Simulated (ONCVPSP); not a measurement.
# PBE ONCV dataset for zirconium (Zr), fully relativistic all-electron reference.

* Element: Zr (Z = 40)
* Generator: ONCVPSP 4.0.1
* Type: optimised norm-conserving Vanderbilt (ONCV)
* Functional: PBE
* Relativity: fully relativistic
* Frozen core: [Ar] 3d10
* Valence charge: 12
* Reference configuration: 4s2 4p6 4d3 5s1
* Partial waves: 4s+5s: rc 2.10 bohr, ncon 3, nbas 8, qcut 6.1 1/bohr, 2 projectors; 4p: rc 1.80 bohr, ncon 5, nbas 8, qcut 8.8 1/bohr, 2 projectors, debl 1.1 Ha; 4d: rc 2.60 bohr, ncon 3, nbas 7, qcut 7.3 1/bohr, 2 projectors, debl 2.4 Ha
* Local potential: polynomial inside 1.60 bohr (lpopt 3, dvloc0 0 Ha)
* Core correction: none

Open shells are filled in proportion to 2j + 1.

In the p channel the program set the typed energies aside and used -1.100, 0.250 Ha (j = l + 1/2; the other j can differ).

Poles of the logarithmic derivatives, all-electron (AE) and pseudo (PS). s: poles at -1.7, 3.6 (AE) and -1.7, 3.4 (PS) Ha. p3/2: poles at -0.3 (AE) and -0.3 (PS) Ha. p1/2: poles at -0.4 (AE) and -0.4 (PS) Ha. d5/2: poles at 0.3, 3.3 (AE) and 0.3, 3.3 (PS) Ha. d3/2: poles at 0.3, 3.3 (AE) and 0.3, 3.3 (PS) Ha. Test radii: s 2.13, p3/2 1.83, p1/2 1.83, d5/2 2.63, d3/2 2.63 bohr.

* Cutoffs needed: 25 Ha and 30 Ha (the cutoffs (Ha) at which the residual kinetic energy of the hardest occupied pseudo-wave falls to 1 and 0.1 mHa per electron)
* Ghost test: no bound ghost flagged; no localised positive-energy state flagged
* Largest excitation error: +6.0 meV (all-electron minus pseudo) for 4s2 4p6 4d1 5s2 5p1, out of 4 test configurations
